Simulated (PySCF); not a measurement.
Input of a run (PBE0-D3(BJ)/def2-SVP geometry optimisation, gas phase (PySCF 2.14.0)), started from GFN2-xTB:
```
{"job": {"xc": "PBE0", "basis": "def2-SVP", "d3": "d3bj", "grid": 1, "maxiter": 40, "shake": 0.03, "kind": "geom"}, "charge": 0, "multiplicity": 1}
Si     1.101550     0.209920    -1.804660
C      1.950280     0.529450    -3.437630
S      0.281880     2.214720    -1.173660
Si    -0.606740     1.869020     0.699440
C     -1.345690     3.497630     1.308800
S      0.607920     1.059720     2.205400
Si     1.330010    -0.858760     1.430140
C      2.509050    -1.592090     2.683080
S      2.418110    -0.569660    -0.342800
S     -0.354500    -2.233710     1.174810
Si    -1.661740    -1.307020    -0.298810
C     -3.075690    -2.447040    -0.585800
S     -0.700560    -1.016020    -2.246260
S     -2.473290     0.589490     0.423150
H      1.285950     0.889280    -4.195900
H      2.771040     1.298380    -3.272420
H      2.397950    -0.359090    -3.783830
H     -2.320000     3.411730     1.856500
H     -1.472810     4.188760     0.524740
H     -0.709400     3.967900     2.060400
H      2.754120    -2.581180     2.338150
H      3.352070    -1.034570     2.816530
H      1.980450    -1.691410     3.586440
H     -3.774630    -2.030710    -1.374940
H     -3.604970    -2.619820     0.323750
H     -2.781770    -3.378970    -0.944690
```

Output (energies in Eh, forces in Eh/bohr):
```
step   0  E = -3704.54686306  max force = 0.053841
step   1  E = -3704.57796473  max force = 0.020355
step   2  E = -3704.58080537  max force = 0.007244
step   3  E = -3704.58151316  max force = 0.002394
step   4  E = -3704.58174424  max force = 0.001508
step   5  E = -3704.58191868  max force = 0.001698
step   6  E = -3704.58215459  max force = 0.002041
step   7  E = -3704.58246936  max force = 0.003040
step   8  E = -3704.58275254  max force = 0.003048
step   9  E = -3704.58295935  max force = 0.001654
step  10  E = -3704.58304751  max force = 0.000541
step  11  E = -3704.58306016  max force = 0.000315
optimisation converged
```

Q: Summarise the run.

A: The energy falls by 22.7 kcal/mol over 12 energy and gradient evaluations, the largest force component goes from 0.0538 to 3.2e-04 Eh/bohr, and the atoms move by 0.224 Å rms after alignment. The bond that changes most is Si4–S14 (ends: silicon bonded to C and 3 S; sulfur bonded to 2 Si), which shortens by 0.134 Å. Bonds longer at the end by more than 0.005 Å: 14 of 28; shorter: 14. Among the angles that change most is S3–Si1–S13, from 104.5° to 112.1°. Among the dihedrals that turn most is S3–Si4–C5–H20, from -102° to -61°. The energy never rose by more than 1e-6 Eh on the way. The first step brought 86 % of the lowering.

Q: What are the final bond lengths?

A: Si1–C2 1.857 Å, Si1–S3 2.146 Å, Si1–S9 2.147 Å, Si1–S13 2.147 Å, C2–H15 1.100 Å, C2–H16 1.100 Å, C2–H17 1.100 Å, S3–Si4 2.147 Å, Si4–C5 1.856 Å, Si4–S6 2.147 Å, Si4–S14 2.146 Å, C5–H18 1.100 Å, C5–H19 1.101 Å, C5–H20 1.100 Å, S6–Si7 2.148 Å, Si7–C8 1.857 Å, Si7–S9 2.148 Å, Si7–S10 2.148 Å, C8–H21 1.100 Å, C8–H22 1.101 Å, C8–H23 1.101 Å, S10–Si11 2.148 Å, Si11–C12 1.857 Å, Si11–S13 2.147 Å, Si11–S14 2.148 Å, C12–H24 1.100 Å, C12–H25 1.100 Å, C12–H26 1.100 Å. Numbering counts from 1 in the input's order; the species is (MeSi)4S6 adamantane, C4H12S6Si4.

The run used 296 basis functions and 80 SCF cycles in all. Hardware: 2 threads of an AMD EPYC 9R45, on a shared host. Cost: 5.6 min wall, 13 min CPU, 3.4 GiB resident at most.

No PBE0-D3(BJ)/def2-SVP frequencies stand behind this structure, so it isn't proved a minimum. The numbers are those of one conformer.
